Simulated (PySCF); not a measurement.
# Bonding in `[SiH3][SiH2]c1ccc(Cl)cn1`

C5H8ClNSi2.
Numbering: `[SiH3:1][SiH2:2][c:3]1[cH:4][cH:5][c:6]([Cl:7])[cH:8][n:9]1` (hydrogens: H10, H11, H12 on Si1; H13, H14 on Si2; H15 on C4; H16 on C5; H17 on C8)

Structure used (GFN2-xTB), in Å, numbered top down from 1:
```
atom  x, y, z in Å
Si1   -3.0856   -0.0798    0.7274
Si2   -1.6285    0.5188   -0.9579
C3     0.1516    0.1586   -0.4112
C4     1.2262    0.0077   -1.2817
C5     2.4916   -0.2280   -0.7753
C6     2.6373   -0.3060    0.6023
Cl7    4.1881   -0.5968    1.3048
C8     1.5151   -0.1491    1.4060
N9     0.3176    0.0749    0.9065
H10   -3.8165    1.0817    1.2452
H11   -4.1138   -0.9966    0.2170
H12   -2.4459   -0.7432    1.8612
H13   -1.6391    1.9429   -1.3312
H14   -1.8016   -0.1939   -2.2356
H15    1.0653    0.0757   -2.3469
H16    3.3461   -0.3482   -1.4244
H17    1.5852   -0.2067    2.4840
```

Bond orders from the PBE0/pcSseg-1 density (PySCF). Geometry: GFN2-xTB, one conformer, isolated molecule. GFN2-xTB frequencies show an imaginary mode (30i cm⁻¹), so this geometry is no minimum at that level.

**Question.** How far do the computed orders between heavy atoms stray from the drawn ones?

**Answer.** The largest departure is 0.188, at C6–C8 (drawn aromatic, 1.312), counting aromatic bonds as 1.5. Drawn single, order below 0.88: Si2–C3 (0.843). The bonds drawn aromatic range from 1.31 to 1.50.

**Question.** Give the Mayer order of every bond, beside its length.

**Answer.** 
```tsv
bond	drawn as	length (Å)	Mayer order
Si1–Si2	single	2.307	0.910
Si2–C3	single	1.897	0.843
C3–C4	aromatic	1.391	1.355
C4–C5	aromatic	1.383	1.438
C5–C6	aromatic	1.387	1.337
C6–Cl7	single	1.727	1.069
C6–C8	aromatic	1.389	1.312
C8–N9	aromatic	1.317	1.504
N9–C3	aromatic	1.331	1.406
Si1–H10	single	1.467	0.934
Si1–H11	single	1.469	0.929
Si1–H12	single	1.461	0.944
Si2–H13	single	1.472	0.942
Si2–H14	single	1.473	0.941
C4–H15	single	1.079	0.954
C5–H16	single	1.080	0.967
C8–H17	single	1.082	0.969
```

Bonds between the same two heavy elements. C–C: lowest C6–C8 (1.312, 1.389 Å), highest C4–C5 (1.438, 1.383 Å). C–N: lowest N9–C3 (1.406, 1.331 Å), highest C8–N9 (1.504, 1.317 Å).

**Question.** Sum the orders of all bonds at each heavy atom with more than one neighbour and set the sums beside the valence in the SMILES.

**Answer.** Si1 3.717 (drawn 4), Si2 3.636 (drawn 4), C3 3.604 (drawn 4), C4 3.747 (drawn 4), C5 3.742 (drawn 4), C6 3.718 (drawn 4), C8 3.785 (drawn 4), N9 2.910 (drawn 3). Orders between atoms that aren't bonded are not in these sums.

For a closed shell the Mayer order of atoms A and B is Σ (PS)μν (PS)νμ over the basis functions μ on A and ν on B, with P the density and S the overlap matrix.

These values come from a run that also computed NMR shieldings. Hardware: one thread, Intel Xeon at 2.50 GHz (x86_64) (shared host). Cost: 2.3 min wall (grids of density and orbitals included), 0.95 GiB resident at most.
